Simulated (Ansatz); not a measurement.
C₃H₉Cl₂O₃Ta (`C[O][Ta]([Cl])([Cl])([O]C)[O]C`), relaxed with RKS PBE-D4/def2-SVP in the Gaussian-basis code of Ansatz from a rough embedded geometry. The force threshold is 0.03 eV/Å; the program also tests the step.

Charge 0, multiplicity 1. Ta takes the def2 core potential.

Start:

```xyz
18

C    -0.559    2.423   -0.290
O     0.165    1.309    0.224
Ta    0.710   -0.736   -0.540
Cl    0.391   -2.158   -2.567
Cl   -0.491   -3.338   -0.266
O    -1.676   -1.695   -0.067
C    -2.273   -0.539   -0.598
O     1.658    0.387    1.160
C     2.711   -0.533    1.567
H    -1.411    2.546    0.396
H     0.034    3.294   -0.368
H    -0.959    2.099   -1.302
H    -2.125    0.210    0.112
H    -1.735   -0.229   -1.523
H    -3.316   -0.705   -0.866
H     3.583    0.004    1.895
H     2.303   -1.165    2.356
H     2.992   -1.174    0.676
```

By how much does the energy fall, and how many steps does the optimiser take? (An estimate is asked.)

Ansatz gave: 12.59 eV, in 29 steps, 1 of them rejected.

Which bonds change most? (Best estimate.)

The calculation gave: Ta3–O6 from 2.615 to 1.885 Å; Ta3–Cl5 from 2.879 to 2.390 Å; Ta3–O8 from 2.248 to 1.892 Å; O2–Ta3 from 2.250 to 1.908 Å.

Give the relaxed structure. (Best estimate.)

The calculation gave: 
```xyz
18

C    -0.248    2.530   -1.136
O    -0.176    1.268   -0.540
Ta    0.360   -0.563   -0.548
Cl    1.000   -0.137   -2.797
Cl    1.283   -2.751   -0.821
O    -1.372   -1.209   -0.180
C    -2.677   -0.815    0.165
O     1.461   -0.352    0.976
C     2.382   -0.988    1.830
H    -1.300    2.888   -1.166
H     0.359    3.265   -0.563
H     0.142    2.472   -2.178
H    -2.920   -1.166    1.192
H    -2.779    0.293    0.129
H    -3.402   -1.268   -0.545
H     3.318   -0.392    1.880
H     1.954   -1.066    2.852
H     2.616   -2.008    1.451
```
